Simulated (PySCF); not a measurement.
Cartesian coordinates (Å):
```xyz
9

C     -0.8093    -0.5550    -0.2884
C     -0.9012     0.8315     0.1331
N      0.2892     1.3384     0.4604
C      1.1544     0.3402     0.2699
C      0.5017    -0.8683    -0.2012
H     -1.6283    -1.1819    -0.6007
H     -1.8001     1.4299     0.1935
H      2.2110     0.4712     0.4604
H      0.9826    -1.8059    -0.4270
```
Charge 0, spin multiplicity 2.

### Question
Give the total energy, dipole moment and highest occupied spin orbital at the level CAM-B3LYP-D3(BJ)/def2-TZVP (PySCF).

### Answer

```
Item                                  Value
-----------------------------  ------------
total energy                   -209.4804 Ha
dipole moment                        2.09 D
highest occupied spin orbital      -8.40 eV
```
